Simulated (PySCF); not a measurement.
r2SCAN on Te (tellurium, neutral), [Kr] 4d10 5s2 5p3 5d1, high-spin 5D determinant (an excited configuration). All numbers are calculated (PySCF 2.14, scalar relativity through the core potential, in aug-cc-pVDZ-PP with ECP28MDF (5s4p3d, 32 functions)).

```
cycle= 1 E= -267.80457485163  delta_E= -0.00465  |g|= 0.00799  |ddm|= 0.357
cycle= 2 E= -267.804621306794  delta_E= -4.65e-05  |g|= 0.00114  |ddm|= 0.0353
cycle= 3 E= -267.804622574064  delta_E= -1.27e-06  |g|= 0.00045  |ddm|= 0.00769
cycle= 4 E= -267.804622682325  delta_E= -1.08e-07  |g|= 0.000116  |ddm|= 0.00196
cycle= 5 E= -267.804622692495  delta_E= -1.02e-08  |g|= 4.2e-06  |ddm|= 0.000445
cycle= 6 E= -267.804622692522  delta_E= -2.61e-11  |g|= 1.16e-07  |ddm|= 2.81e-05
converged SCF energy = -267.804622692522  <S^2> = 6.0014681  2S+1 = 5.0005872
```

Highest occupied orbital energy: 1.244 eV; ⟨L²⟩ = 6.00; populations by l: s 4.00, p 9.00, d 11.00.

Q: Can this result be used?

A: Not for this state. The run converged. Energies and moments cover only the electrons outside the core potential. The outer electron is Rydberg-like, and this basis confines it to a smaller radius and binds it less than a complete one would. At r2SCAN the highest occupied level has a positive energy, so only the finite basis holds that electron; for this excited configuration the basis is too tight for the outer shell.
